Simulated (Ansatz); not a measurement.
A structure relaxed at PBE-D4/def2-TZVP in Ansatz, charge 0, singlet:

```csv
atom,x (Å),y (Å),z (Å)
Zr1,-0.337,0.240,0.016
O2,-1.262,-1.422,-0.403
O3,-1.053,-1.234,1.067
O4,1.575,0.506,-0.285
H5,-1.366,1.824,-0.045
H6,2.443,0.085,-0.350
```

(1) Give its formula and point group.

(2) Summarise the bond lengths by kind (pairs closer than 1.2 times the sum of covalent radii, bridged metal pairs left out).

## Answers

(1) ZrO₃H₂. Point group Cs (tolerance 0.1 Å).

(2) 3 × O–Zr 1.95 Å; 1 × O–O 1.50 Å; 1 × H–Zr 1.89 Å; 1 × H–O 0.97 Å. The metal has 4 neighbours: O 1.95 Å, O 1.95 Å, O 1.95 Å, H 1.89 Å.

In the def2 sets Zr takes a core potential; there is no spin–orbit coupling. The structure holds 1 bond(s) between oxygen atoms. Another isomer (singlet) lies 3.80 eV lower at PBE0-D4/def2-TZVP; other spin states weren't run for this one.
